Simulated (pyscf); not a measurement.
Thermochemistry of product channels of H₂N–Si(SiH₃)(SiH₃)–SiH₃ on the singlet surface, in kJ/mol, from ωB97M-D3(BJ)/def2-TZVP energies (ideal gas, 1 atm, RRHO with modes under 100 cm⁻¹ raised to 100, one conformer, R ln 2 for chiral ones without a mode under 150 cm⁻¹). PySCF, gas phase, ωB97X-D3(BJ)/def2-SVP geometries.

```tsv
products	ΔE	ΔH(298 K)	ΔG(298 K)	ΔG(600 K)
H₃Si–NH–SiH(SiH₃)–SiH₃	?	-57.2	-51.0	-43.7
H₂N–SiH(SiH₃)–SiH₂–SiH₃	-2.8	-2.1	+3.8	+10.1
```

Question: What belongs in the gaps?

Answer: 
- H₃Si–NH–SiH(SiH₃)–SiH₃, ΔE: -53.0

These are energies of the channels, which say nothing of barriers.
